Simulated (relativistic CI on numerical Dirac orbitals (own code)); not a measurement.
## One change at a time: Ag XXIV

Base calculation: Dirac-Coulomb-Breit CI, KLI orbitals optimised for each configuration, model QED (radiative potential, 1s self-energy scaled to tabulated hydrogen-like ionisation energies), unscaled Slater integrals.

CI space (outside the closed core [Ne]): 3s2 3p6 3d6, 3s2 3p5 3d7, 3s2 3p4 3d8, 3s 3p6 3d7, 3p6 3d8, 3s 3p5 3d8, 3s2 3p6 3d5 4s, 3s2 3p6 3d5 4p, 3s2 3p6 3d5 4d, 3s2 3p4 3d7 4s, 3s2 3p6 3d5 4f, 3s2 3p5 3d6 4s, 3s2 3p4 3d7 4p, 3s2 3p6 3d4 4s2, 3s2 3p5 3d6 4p, 3s2 3p4 3d7 4d, 3s 3p5 3d7 4s, 3s2 3p6 3d4 4s 4p, 3s2 3p6 3d5 5s, 3s 3p6 3d6 4s, 3s2 3p6 3d5 5p, 3p6 3d7 4s, 3s 3p6 3d6 4p, 3s2 3p5 3d5 4s2, 3s2 3p6 3d5 5f, 3p6 3d7 4p, 3s2 3p6 3d5 6s, 3p6 3d7 4d. Levels of other configurations are missing.

Variants: (1) configuration mixing switched off; (2) non-relativistic limit. Shifts of the energy above 3s2 3p6 3d6 5D_4, in cm⁻¹, for the lowest level and the first level of each name with at least 55 % of one term (blank where a level changes its place among those of its configuration and J or its character, or is not in the variant):

```tsv
Level	Base	Δ(1)	Δ(2)
3s2 3p6 3d6 5D_4	0	0	0
3s2 3p6 3d6 5D_2	28697	+2846	-28697
3s2 3p6 3d6 5D_3	33183	-612	-33183
3s2 3p6 3d6 5D_1	48104	+915	-48104
3s2 3p6 3d6 5D_0	48763	+1938	-48763
3s2 3p6 3d6 3H_6	102620	-4842	-16706
3s2 3p6 3d6 3F_3	118531	+2562	-29245
3s2 3p6 3d6 3F_2	121388	+5108	-32102
3s2 3p6 3d6 1S_0	139680	+8643	
3s2 3p6 3d6 3D_1	155736	+4710	
3s2 3p6 3d6 3G_4	155866	+867	-52603
3s2 3p6 3d6 3D_2	158430	+5965	-30968
3s2 3p6 3d6 3G_3	173276		
3s2 3p6 3d6 1I_6	180367	-6378	-51102
3s2 3p6 3d6 3P_1	186030	+7354	
3s2 3p6 3d6 3P_0	194898	+9814	
3s2 3p6 3d6 1F_3	203392	+6197	-24378
3s2 3p6 3d6 1G_4	208652	+711	-81862
3s2 3p6 3d6 1D_2	213544	+9203	-65348
3s2 3p6 3d6 3F_4	257288	+6786	
3s2 3p5 3d7 5G°_6	1389971	-7239	-51230
3s2 3p5 3d7 3D°_3	1445503	+1416
```

At this charge energies of transitions that change n are usually good to better than 1 %, and those within a shell (Δn = 0) to a few per cent. Terms inside the open d or f shell come out 10 to 20 % too wide with unscaled integrals.

Ionisation energy from the two ground configurations alone: base 1149.12 eV. The NIST ASD value (theoretical) is 1149 eV.

LS names give the leading component of a level, which can be under half, so a name can repeat, a term be missing and a line seem to break the LS rules.
